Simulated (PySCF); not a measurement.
Constitutional and geometric isomers with formula H6B3N. Gas-phase values, no solvent. One relaxed conformer stands for each flexible species; it need not be the lowest. Strings in code marks are SMILES.

The HOMO from two functionals at the same geometries (B3LYP-D3(BJ)/def2-TZVP), both in PySCF: PBE-D3(BJ)/def2-TZVP and B3LYP-D3(BJ)/def2-TZVP. B3LYP has the VWN-RPA correlation part, as in Gaussian. 

```
species   B3LYP-D3(BJ)/def2-TZVP (eV)
--------  ---------------------------
`BBNB`                          -8.06
`BBBN`                          -7.45
`BB(B)N`                        -7.14
`BN(B)B`                        -8.88
```

Problem. What does PBE-D3(BJ)/def2-TZVP give for each?

Solution. 
- `BBNB`: -6.91
- `BBBN`: -6.36
- `BB(B)N`: -6.10
- `BN(B)B`: -7.63
Over these rows, drawn at random from the members with no instability flagged (it was tested for open shells, ions and some series alone), PBE minus B3LYP-D3(BJ): mean +1.13 eV, from +1.04 eV to +1.25 eV.
